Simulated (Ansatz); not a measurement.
`C[SiH](O)Cl` → HCl + `C[Si]O` at 298.15 K and 1 bar (silylene formation by 1,1-elimination).

Program: Ansatz. Geometries: PBE0-D4/def2-TZVP. ΔE: electronic, gas phase. CBS: MP2 limit from def2 TZ/QZ plus the TZ coupled-cluster correction, frozen cores. This one scheme is used for every species. Each species was taken in one conformer, which may not be the lowest.

```csv
species,CCSD(T)/CBS energy (Eh),H − E (kJ/mol),S (J/(mol·K))
`C[SiH](O)Cl`,-865.21254,180.4,327.4
HCl,-460.38127,26.6,186.8
`C[Si]O`,-404.71755,145.1,290.6
```

H − E and S are ideal-gas, rigid-rotor, harmonic terms from PBE0-D4/def2-TZVP, for one conformer and one mirror image of each species. 1 Eh = 2625.50 kJ/mol, R = 8.31446 J/(mol·K).

Task: By hand: ΔE, ΔH, ΔS and ΔG.

Result: ΔE = (-460.38127) + (-404.71755) − (-865.21254) = 0.11372 Eh = 298.6 kJ/mol. Δ(H − E) = 26.6 + 145.1 − 180.4 = -8.7, so ΔH = 289.9 kJ/mol. ΔS = 186.8 + 290.6 − 327.4 = 150.0 J/(mol·K). ΔG = 289.9 − 298.15 × (150.0)/1000 = 245.2 kJ/mol.

Task: By hand: the equilibrium constant, and the temperature at which ΔG would vanish if ΔH and ΔS stayed fixed.

Result: log₁₀ K = −ΔG/(RT ln 10) = -43.0. ΔG = 0 at ΔH/ΔS = 1933 K.

The number of gas molecules changes by +1, which sets the sign of ΔS. A doubt of 5 kJ/mol in ΔE shifts log₁₀ K by 0.9 here. Other conformers and mirror images would add mixing entropy, several J/(mol·K) or more a flexible species. These are equilibria of isolated gas molecules and say nothing of rates. Largest T1 diagnostic: 0.014 (customary marks: 0.02 for closed shells, 0.045 for open ones).
